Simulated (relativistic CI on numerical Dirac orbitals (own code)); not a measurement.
## Hyperfine structure of Ir19+, mass number 191

Method of calculation: Dirac-Coulomb-Breit CI, KLI orbitals optimised for each configuration, model QED, unscaled Slater integrals (own radial code, finite nucleus).

CI space (outside the closed core [Ar] 3d10): 4s2 4p6 4d10 4f12, 4s2 4p6 4d10 4f11 5s, 4s2 4p6 4d10 4f10 5s2, 4s2 4p6 4d10 4f10 5s 5p, 4s2 4p6 4d10 4f11 5p, 4s2 4p6 4d9 4f13, 4s2 4p6 4d8 4f14, 4s2 4p6 4d10 4f11 6s, 4s2 4p6 4d10 4f11 5f, 4s2 4p6 4d9 4f12 5s, 4s2 4p6 4d10 4f11 6p, 4s2 4p5 4d10 4f13, 4s 4p6 4d10 4f13, 4s2 4p4 4d10 4f14, 4s 4p6 4d10 4f11 5s2, 4p6 4d10 4f14. Levels of other configurations are missing.

Nuclear spin I = 3/2, μ = 0.1502 μN, Q = 0.816 b (tables of Stone and Pyykkö). The electronic factors are computed for point nuclear moments, without core polarisation or the Bohr-Weisskopf and QED corrections.

```csv
Level,E (eV),A (MHz),B (MHz)
4s2 4p6 4d10 4f12 3H_6,0.0000,207.1,-3630
4s2 4p6 4d10 4f12 3F_4,1.1594,208.1,309
4s2 4p6 4d10 4f12 3H_5,2.9432,274,-3260
4s2 4p6 4d10 4f12 3F_2,4.0468,256.9,1690
4s2 4p6 4d10 4f12 3F_3,4.4168,243.6,975
4s2 4p6 4d10 4f12 3H_4,6.7708,370.8,-1910
4s2 4p6 4d10 4f12 1I_6,9.3210,280.4,-7280
4s2 4p6 4d10 4f12 3P_1,9.9859,-15.11,-1100
```

Levels with J = 0, under 50 % of one LS term, or S terms without an open s electron are left out. Small factors come from cancelling terms and can be off by tens of per cent or more.

At this charge transitions that keep the count of f electrons are usually good to a few per cent. Terms inside the open d or f shell come out 10 to 20 % too wide with unscaled integrals. Levels that differ in their count of f electrons can be misplaced by several ten thousand cm⁻¹, since the correlation energy of f electrons is missing or only estimated; rates across such gaps can be off by orders of magnitude.

Problem. Give the hyperfine levels of 4s2 4p6 4d10 4f12 3H_6 relative to its centre of gravity.

Solution. With K = F(F + 1) − I(I + 1) − J(J + 1), E = AK/2 + B[¾K(K + 1) − I(I + 1)J(J + 1)]/[2I(2I − 1)J(2J − 1)]: F = 9/2: -3619, F = 11/2: -210.7, F = 13/2: 1672, F = 15/2: 956.7 MHz.

LS names give the leading component of a level, which can be under half, so a name can repeat, a term be missing and a line seem to break the LS rules.
